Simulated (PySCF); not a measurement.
System (SMILES): F[Si]F (closed-shell singlet).
Geometry (B3LYP-D3(BJ)/def2-TZVP, fixed):
```xyz
3

Si     0.0153     0.0127     0.5768
F      1.0240    -0.6902    -0.4611
F     -1.0478     0.6704    -0.4362
```
Charge 0, spin multiplicity 1.

Basis-set convergence of the isotropic shielding of Si1 at PBE0 with PySCF. GIAO, no density fitting; atoms are numbered in the order shown. All functions are spherical. No added dispersion term, no relativity. Reference: the value in pcSseg-3, 338.93 ppm, itself unsure by roughly 3.25 ppm (its mean distance from pcseg-3, pcSseg-2). Deviations are taken from unrounded values.

```tsv
basis	functions	isotropic shielding of Si1 (ppm)
def2-SVP	46	383.81
def2-SVPD	70	395.62
pcseg-1	46	334.57
aug-pcseg-1	73	343.65
cc-pV(D+d)Z	51	386.09
aug-cc-pV(D+d)Z	78	391.40
6-311G**	62	325.59
6-311+G**	74	329.55
pcseg-2	94	337.59
aug-pcseg-2	142	341.36
cc-pV(T+d)Z	99	346.25
aug-cc-pV(T+d)Z	147	349.75
def2-TZVP	99	329.79
def2-TZVPD	123	333.68
def2-TZVPP	104	329.70
def2-TZVPPD	128	333.69
cc-pV(Q+d)Z	174	372.43
aug-cc-pV(Q+d)Z	249	369.94
def2-QZVPP	184	335.33
def2-QZVPPD	208	335.38
pcseg-3	184	335.44
aug-pcseg-3	259	335.60
```

What the diffuse functions change, pair by pair:
- def2-SVP to def2-SVPD: 24 more functions, deviation 44.88 to 56.69 ppm
- pcseg-1 to aug-pcseg-1: 27 more functions, deviation -4.36 to 4.72 ppm
- cc-pV(D+d)Z to aug-cc-pV(D+d)Z: 27 more functions, deviation 47.16 to 52.47 ppm
- 6-311G** to 6-311+G**: 12 more functions, deviation -13.34 to -9.38 ppm
- pcseg-2 to aug-pcseg-2: 48 more functions, deviation -1.35 to 2.43 ppm
- cc-pV(T+d)Z to aug-cc-pV(T+d)Z: 48 more functions, deviation 7.32 to 10.82 ppm
- def2-TZVP to def2-TZVPD: 24 more functions, deviation -9.14 to -5.25 ppm
- def2-TZVPP to def2-TZVPPD: 24 more functions, deviation -9.23 to -5.24 ppm
- cc-pV(Q+d)Z to aug-cc-pV(Q+d)Z: 75 more functions, deviation 33.50 to 31.01 ppm
- def2-QZVPP to def2-QZVPPD: 24 more functions, deviation -3.60 to -3.55 ppm
- pcseg-3 to aug-pcseg-3: 75 more functions, deviation -3.49 to -3.33 ppm

They bring the value nearer the reference by more than 3.25 ppm in 3 of 11 pairs.
